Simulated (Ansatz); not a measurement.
The lowest singlet and triplet of CH4Si (SMILES C[SiH]); geometries from B3LYP-D3(BJ)/def2-TZVP, each state relaxed from the structure named, with no frequency check.
Singlet (charge 0, multiplicity 1):
```xyz
6

C     -1.0683    -0.4143     0.0279
Si     0.6602     0.3758    -0.0297
H     -1.1650    -1.1552    -0.7750
H     -1.8806     0.3073    -0.0585
H     -1.1895    -0.9746     0.9630
H      1.4013    -0.9525     0.1188
```

A positive gap puts the triplet lower; no zero-point energy. R- takes a restricted singlet. U- takes an unrestricted singlet (broken symmetry where lower, unprojected). The triplet is unrestricted in single-reference levels.

Correlated levels freeze the cores.

Run with Ansatz (Gaussian orbitals). Values without a source in brackets are computed.

Problem. One of these levels gives -17.42 kcal/mol for the gap E(singlet) − E(triplet), vertical, at the singlet's geometry. Name it.
(A) R-HF/cc-pV(D+d)Z
(B) R-MP2/cc-pV(D+d)Z
(C) U-HF/cc-pV(Q+d)Z (spin-contaminated)
(D) R-wB97X-V/def2-TZVPP

Solution. C, U-HF/cc-pV(Q+d)Z (spin-contaminated). The others give -15.11 (R-HF/cc-pV(D+d)Z), -31.75 (R-wB97X-V/def2-TZVPP), -25.30 (R-MP2/cc-pV(D+d)Z)

Doubts at one or more of the structures used: a restricted determinant that unrestricted orbitals would lower (R-HF/cc-pV(D+d)Z, R-MP2/cc-pV(D+d)Z).

Ansatz is a quantum-chemistry and plane-wave program.
